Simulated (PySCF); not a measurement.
F2H4N2Si. Atoms are numbered in the order given.

```xyz
9

N     -1.3432     0.3655    -0.9619
Si     0.0000     0.0000     0.0018
N      1.3432    -0.3655    -0.9619
F     -0.5114    -1.1623     1.0054
F      0.5114     1.1623     1.0054
H     -1.2842     1.0350    -1.7182
H     -2.2859     0.2556    -0.6099
H      1.2842    -1.0350    -1.7182
H      2.2859    -0.2556    -0.6099
```
Charge 0, spin multiplicity 1.

Geometry: PBE0-D3(BJ)/def2-SVP. Other conformers were not sampled.

All values below come from KT2/pcSseg-1 (PySCF).

GIAO shieldings, no solvent; atoms alike by connectivity are averaged. δ = σ(ref) − σ: ¹⁵N against NH3 (σ = 266.2 ppm); ²⁹Si against TMS (σ = 361.9 ppm); ¹⁹F against CFCl3 (σ = 127.1 ppm); ¹H against TMS (σ = 31.47 ppm), references at their B3LYP-D3(BJ)/def2-TZVP geometries, non-relativistic.

| atoms | nucleus | count | δ (ppm) |
|---|---|---|---|
| N1, N3 | ¹⁵N | 2 | (withheld) |
| Si2 | ²⁹Si | 1 | -49.7 |
| F4, F5 | ¹⁹F | 2 | (withheld) |
| H6, H7, H8, H9 | ¹H | 4 | 1.05 |

Q: Some entries are withheld; supply them. (An estimate is asked for; the answer gives what the named calculation found.)

A: 
- F4, F5, δ (ppm): -182.5
- N1, N3, δ (ppm): 24.4
